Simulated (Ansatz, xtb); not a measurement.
C4H7F3NSi+: 3 structures ranked

3 gas-phase structures of C4H7F3NSi+, from a drawn sample of its isomers (lower ones may exist). Each was relaxed with GFN2-xTB; where two conformers were screened, the lower at r2SCAN-D4/def2-SVP//GFN2-xTB is listed:

A. `CC#[N+]CC[Si](F)(F)F`, a singlet
B. `C=[N+](C)/C=C/[Si](F)(F)F`, a singlet
C. `C=[N+](C)/C=C\[Si](F)(F)F`, a singlet

Task: Estimate their order in r2SCAN-D4/def2-SVP//GFN2-xTB energy at these geometries, lowest first.

Result: Calculated order at r2SCAN-D4/def2-SVP//GFN2-xTB: A (0.0), B (12.8), C (15.0) kcal/mol.

Energies above the lowest of each column, in kcal/mol; the last columns are at r2SCAN-D4/def2-SVP geometries:

```tsv
structure	GFN2-xTB	HF/STO-3G	r2SCAN-D4/def2-SVP//GFN2-xTB	r2SCAN-D4/def2-SVP	CCSD(T)/def2-SVP + ΔMP2/def2-TZVPP
A	0.0	0.0	0.0	0.0	0.0
B	13.8	14.3	12.8	13.4	10.3
C	13.4	18.5	15.0	15.3	12.5
```

Every level run on A puts it lowest or level with the lowest. Flexible structures stand in one conformer each, not always the lowest. ΔMP2 is the change of the MP2 energy from the smaller to the larger basis.

Programs: Ansatz 0.2.0, xtb 6.7.1.
